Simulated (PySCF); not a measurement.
## Steps of a relaxation of [Yb(CO)]2+

[Yb(CO)]2+ (singlet in the valence; each metal's 4f electrons, 14 of them, lie in its core potential, out of spins and levels). PySCF 2.14.0, RKS PBE0, Yb lcecp-0-SVP with ECP60, C def2-SVP, O def2-SVP; non-relativistic Hamiltonian with scalar-relativistic core potentials where named; density fitting; no spin-orbit coupling. Origin of the start: template. Columns: position (Å) and force (eV/Å). Energies are counted from the last step; some of the 8 steps are shown. Forces carry noise of the integration grid, about 0.01 to 0.03 eV/Å.

Run from Python with OMP_NUM_THREADS=2. Where DIIS fails, smearing, a level shift and second-order steps follow.
It took 9.9 s on 2 threads of Arm Neoverse V1 (shared host), from the converged density of the start.

```xyz
3
step 0  E = 0.272 eV
Yb    0.0000    0.0000   -0.4326     0.00    0.00   -1.58
C     0.0000    0.0000    2.0307     0.00    0.00    6.17
O     0.0000    0.0000    3.1807     0.00    0.00   -4.59
```

```xyz
3
step 2  E = 0.103 eV
Yb    0.0000    0.0000   -0.4638     0.00    0.00   -1.07
C     0.0000    0.0000    2.0630     0.00    0.00    1.46
O     0.0000    0.0000    3.1796     0.00    0.00   -0.39
```

```xyz
3
step 5  E = 0.002 eV
Yb    0.0000    0.0000   -0.5855     0.00    0.00   -0.12
C     0.0000    0.0000    2.1250     0.00    0.00    0.10
O     0.0000    0.0000    3.2393     0.00    0.00    0.03
```

**Question.** Where does the relaxation end?

**Answer.** It converges at step 7 in C∞v:
```xyz
3
step 7  E = 0
Yb    0.0000    0.0000   -0.6100
C     0.0000    0.0000    2.1371
O     0.0000    0.0000    3.2518
```

**Question.** How did the contacts change?

**Answer.** 
| contact | start (Å) | end (Å) |
| --- | --- | --- |
| Yb1–C2 (CO) | 2.463 | 2.747 |


An lcecp potential fixes the number of 4f electrons, so in runs with it no electron can move into or out of that shell.
